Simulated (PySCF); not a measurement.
C2H7NPb, SMILES C[N](C)[PbH] (connectivity only; charge and spin as stated), neutral, multiplicity 1. Atoms are numbered in the order given.

```xyz
11

Pb     0.0194     0.6481     0.0000
H     -1.8557     0.7110     0.0000
N     -0.0114    -1.5238     0.0000
C      1.2183    -2.2823     0.0000
C     -1.1872    -2.3634     0.0000
H      1.2978    -2.9430     0.8891
H      1.2978    -2.9430    -0.8891
H      2.0972    -1.6176     0.0000
H     -1.2152    -3.0286    -0.8891
H     -1.2152    -3.0286     0.8891
H     -2.1018    -1.7550     0.0000
```
Charge 0, spin multiplicity 1.

Geometry optimised at B3LYP-D3(BJ)/def2-SVP. The def2 effective core potentials stand for the cores of Pb; spin–orbit coupling is left out.

Level of theory: PBE/def2-TZVP run with PySCF.

Atomic charges (e):

| atom | Löwdin | Mulliken |
|---|---|---|
| Pb1 | 0.26 | 0.31 |
| H2 | -0.10 | -0.16 |
| N3 | ___ | -0.31 |
| C4 | ___ | -0.27 |
| C5 | ___ | -0.26 |
| H6 | ___ | 0.11 |
| H7 | ___ | 0.11 |
| H8 | ___ | 0.12 |
| H9 | ___ | 0.11 |
| H10 | ___ | 0.11 |
| H11 | ___ | 0.13 |

Task: What belongs in the gaps? (Estimate from the structure and the level; the computed values follow.)

Result: 
- N3, Löwdin: -0.09
- C4, Löwdin: -0.38
- C5, Löwdin: -0.37
- H6, Löwdin: 0.11
- H7, Löwdin: 0.11
- H8, Löwdin: 0.12
- H9, Löwdin: 0.11
- H10, Löwdin: 0.11
- H11, Löwdin: 0.12
